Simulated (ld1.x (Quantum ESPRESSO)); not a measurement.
Ta (Z = 73): one change to a TM semilocal potential, before and after

```
Element                 : Ta
Generator               : ld1.x (Quantum ESPRESSO) 7.5
Type                    : norm-conserving Troullier–Martins (semilocal form)
Functional              : PBE
Relativity              : scalar-relativistic
Frozen core             : [Xe] 4f14
Valence charge          : 5
Reference configuration : 5d3 6s1 6p0 (charge +1)
Partial waves           : 6s (bound): rc 2.00 bohr; 6p (bound, empty): rc 2.45 bohr; 5d (bound): rc 1.50 bohr
Local potential         : the d channel
Core correction         : Bessel-smoothed model core inside 0.80 bohr
```

All-electron outer shells of the reference configuration (PBE, scalar-relativistic, ld1.x):

| shell | level (eV) | outermost node (bohr) | outermost maximum (bohr) |
| --- | --- | --- | --- |
| 4f | -31.91 | – | 0.44 |
| 6s | -11.62 | 1.32 | 2.68 |
| 5d | -10.49 | 0.65 | 1.56 |
| 6p | -6.61 | 1.58 | 3.48 |

Change: wave 6p (bound): rc 2.45 bohr becomes 6p (bound): rc 1.96 bohr.

Cutoffs: the cutoffs (Ry, on a coarse ladder) from which the occupation-weighted sum of valence levels, in a spherical-Bessel basis at the reference potential, stays within 10 and 1 mRy of its value at 400 Ry; they do not see the model core or the augmentation charge, which bear on the density cutoff. Errors are all-electron minus pseudo energies relative to the spin-unpolarised reference configuration.

Task: Predict the effect on cutoff, ghosts and configuration errors.

Result: The potential gets neither clearly harder nor softer (30 Ry and 55 Ry → 30 Ry and 55 Ry); a bound ghost appears in p, which as a rule spoils a file; the number of tests that count goes from 7 to 6; of the 6 tests that both files solve, the error grows in 1 and shrinks in 0 by more than 15 % and 0.3 meV (median size 30.2 → 32.7 meV). A semilocal file is local in each channel, so a ghost entry of none says nothing of the separable form that plane-wave codes build from it.

```csv
quantity,base,changed
"cutoff, loose",30 Ry,30 Ry
"cutoff, tight",55 Ry,55 Ry
bound ghosts,none,p
"tests counted (converged, no solver errors)",7 of 7,6 of 7
"error for 5d3 6s2 6p0, meV [ΔE -8.47 eV]",+2.9,+2.9
"error for 5d3 6s0 6p0, meV [ΔE 14.97 eV]",-15,-15
"error for 5d2 6s0 6p0, meV [ΔE 38.58 eV]",-200,-200
"error for 5d3 6s1 6p1, meV [ΔE -4.29 eV]",+2.2,+20
"error for 5d1 6s0 6p0, meV [ΔE 73.62 eV]",-879,-879
"error for 5d4 6s0 6p0, meV [ΔE 1.43 eV]",-45,-45
```

Base: These tests converged, but a pseudo level misses the all-electron one widely, so the file describes the atom poorly there or has found another state: 5d1 6s0 6p0: empty 6p by 4.0 eV (a node warning on the way). Changed file: Tests not counted: 5d2 6s2 6p1 (solver errors, printed error -2.4 eV). These tests converged, but a pseudo level misses the all-electron one widely, so the file describes the atom poorly there or has found another state: 5d3 6s0 6p0: empty 6p by 2.3 eV (a node warning on the way). A true bound ghost makes a file unfit for plane-wave use even where its test errors are small: the radial tests pick states by their node count and pass the ghost by. Where a test does run into it, the solver fails or the error is huge.
